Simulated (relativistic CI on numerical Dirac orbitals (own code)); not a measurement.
## Magnetism of Ho4+, 4f9, in a crystal field

Calculated by Dirac-Coulomb-Breit CI, separate exchange-only KLI orbitals for each configuration, QED by a radiative potential, valence Slater integrals scaled by 0.7, one configuration in a parametric crystal field (own radial code).

Field parameters in Wybourne normalisation; cubic f-shell fields have B⁴₄ = √(5/14) B⁴₀ and B⁶₄ = −√(7/2) B⁶₀. The field is a parameter set, without covalency.

S is read from ⟨S²⟩ = S(S + 1).

Powder χT (cm³ K mol⁻¹) by Van Vleck's formula, with temperature-independent terms:

```csv
Field,2 K,5 K,10 K,20 K,50 K,100 K,200 K,300 K
"D4h, B20 = 1850, B40 = 1300, B44 = -1090, B60 = 750, B64 = 640 cm⁻¹",12.2,12.2,12.2,12.3,12.5,12.9,13.3,13.5
"Oh, B40 = -3070, B60 = -1200 cm⁻¹",9.36,9.48,9.68,10.1,11.2,12.2,12.9,13.2
```

(1) For Oh, B40 = -3070, B60 = -1200 cm⁻¹: what effective moment follows at 300 K?

## Answers

(1) μ_eff = √(8χT) = 10.28 μB. The LS value g√(J(J + 1)) of the free ion's ⁶H°15/2 level is 10.65 μB. The level holds only 89 % of that term, so intermediate coupling accounts for much of any difference.
